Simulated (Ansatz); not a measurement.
Start from `OB[SiH](O)F` and change one atom or group to get `O[SiH](F)N[SiH3]`.

Ansatz, PBE0-D4/def2-TZVP geometries, multiplicity 1. Each molecule was computed in one conformer, which needn't be the lowest.

| property | `OB[SiH](O)F` |
| --- | --- |
| HOMO energy (B3LYP/def2-TZVPP) / eV | -7.72 |
| HOMO energy (PBE0/def2-TZVPP) / eV | -7.89 |
| HOMO–LUMO gap (ωB97M-V/def2-TZVPP) / eV | 10.82 |
| HOMO energy (ωB97M-V/def2-TZVPP) / eV | -10.08 |
| HOMO–LUMO gap (B3LYP/def2-TZVPP) / eV | 6.27 |
| size of the dipole moment (ωB97M-V/def2-TZVPP) / D | 1.77 |

Task: Give the same properties after the change, and the shifts. (Best estimate.)

Result: The calculation gave: 
```json
{"property": "HOMO energy (B3LYP/def2-TZVPP) / eV", "`O[SiH](F)N[SiH3]`": "-7.71", "shift": "0.01"}
{"property": "HOMO energy (PBE0/def2-TZVPP) / eV", "`O[SiH](F)N[SiH3]`": "-7.94", "shift": "-0.05"}
{"property": "HOMO–LUMO gap (ωB97M-V/def2-TZVPP) / eV", "`O[SiH](F)N[SiH3]`": "11.96", "shift": "1.14"}
{"property": "HOMO energy (ωB97M-V/def2-TZVPP) / eV", "`O[SiH](F)N[SiH3]`": "-10.25", "shift": "-0.17"}
{"property": "HOMO–LUMO gap (B3LYP/def2-TZVPP) / eV", "`O[SiH](F)N[SiH3]`": "7.63", "shift": "1.36"}
{"property": "size of the dipole moment (ωB97M-V/def2-TZVPP) / D", "`O[SiH](F)N[SiH3]`": "2.23", "shift": "0.46"}
```

With PBE0 the HOMO falls by 0.05 eV and the LUMO rises by 1.43 eV, so the gap widens by about 1.48 eV. PBE moves the HOMO by -0.01 eV and ωB97M-V by -0.17 eV. Dipoles are sizes alone; their direction can turn.

B3LYP here is the variant with VWN-RPA as its local correlation; programs differ in this.
